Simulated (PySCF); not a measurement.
# B4, triplet: computed properties

All numbers come from UPBE0/[B def2-TZVP], no relativity, density fitting, PySCF.

The structure is a minimum.

```xyz
4
charge 0 multiplicity 3, angstrom
B     0.5352    0.5352    0.5352
B     0.6500   -0.5926   -0.5926
B    -0.5926    0.6500   -0.5926
B    -0.5926   -0.5926    0.6500
```

```
Point group                                                                   : C3v
Bond lengths                                                                  : B–B 1.599 Å (×3), B–B 1.757 Å (×3)
Bond angles                                                                   : B–B–B 56.7° (×6), B–B–B 60.0° (×3), B–B–B 66.7° (×3)
Dipole moment                                                                 : 0.81 D
Zero-point energy                                                             : 26.4 kJ/mol
Entropy at 298.15 K and 1 bar (electronic part: spin only)                    : 256.5 J/(mol K)
Principal quadrupole moments (Buckingham, traceless) about the centre of mass : -0.51, -0.51, 1.01 D Å
Atomisation energy without zero-point energy                                  : 1180 kJ/mol
Rotational symmetry number                                                    : 3
Principal polarisabilities                                                    : 62.6, 62.8, 62.8 bohr³
Spin squared ⟨S²⟩                                                             : 2.331
Heat capacity Cp at 298.15 K                                                  : 53.9 J/(mol K)
Lowest empty level (α)                                                        : -3.82 eV
Enthalpy at 298.15 K above 0 K                                                : 11.92 kJ/mol
Highest occupied level (α)                                                    : -6.64 eV
Rotational constants                                                          : 0.5692, 0.5692, 0.4958 cm⁻¹
```

Harmonic modes (masses in u: B 11.009):
| symmetry | ω (cm⁻¹) | IR (km/mol, summed over degenerate members) | μ (u) |
| --- | --- | --- | --- |
| e | 520 | 30.7 | 11.01 |
| a1 | 533 | 26.5 | 11.01 |
| e | 882 | 28.0 | 11.01 |
| a1 | 1081 | 28.7 | 11.01 |

In C3v the vibrations span 2e + 2a1.

Charges (e):
```csv
atom,Mulliken,Löwdin,polar tensor,spin (Mulliken),Mayer order to B1
B1,0.26,-0.04,-0.25,-0.21,–
"B2,3,4",-0.09,0.01,0.08,0.74,1.07
```
Other Mayer orders above 0.3: B–B 0.91 (×3).

Mulliken populations on B1: s 2.93, p 1.72, d 0.09, f 0.01.

The determinant is spin-contaminated (⟨S²⟩ = 2.33, pure value 2.00). Other isomers or separated fragments may lie lower. At this level a singlet minimum of D2h symmetry lies 237 kJ/mol below this structure.

The final relaxation and frequency run took 44 s on 4 threads of a shared Arm Neoverse V1 host, with 124 basis functions and 12 gradients; the process peaked at 1.4 GiB.
